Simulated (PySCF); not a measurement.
Ionisation energy of Ce⁴¹⁺ by level of theory

Ce⁴¹⁺ [Ne] 3s2 3p5 (2P) → Ce⁴²⁺ [Ne] 3s2 3p4 (3P), as a difference of total energies. Computed with PySCF 2.14 in an even-tempered Gaussian basis (19 s from 7.7 bohr⁻², ratio 2.2; 12 p from 10 bohr⁻², ratio 2.2; 5 d from 44 bohr⁻², ratio 2.4; 4 f from 66 bohr⁻², ratio 2.4; 4 g from 98 bohr⁻², ratio 2.4), with the non-relativistic Hamiltonian (point nucleus). Correlated levels: outer shells: 1s2 frozen; virtual orbitals above 40 to 60 times the deepest correlated orbital energy dropped. The calculations carry no spin-orbit coupling.

| method | ionisation energy (eV) |
| --- | --- |
| UHF | 3149.1 |
| LDA | 3151.5 |
| PBE | 3151.9 |
| PBE0 | 3151.7 |
| r2SCAN | 3151.9 |
| BP86 | 3152.7 |
| TPSSh | 3151.7 |
| MP2 (outer shells) | 3150.2 |
| SCS-MP2 (outer shells) | 3150.1 |

Spin-orbit coupling is strong in these open shells (close to jj coupling). The scalar numbers leave it out and a first-order estimate fails, so it can dominate the gap to the real levels.

The gap to the reference is mostly relativistic.

For comparison: 3176 ± 4 eV (theoretical estimate listed by NIST; NIST Atomic Spectra Database, ionization energies).
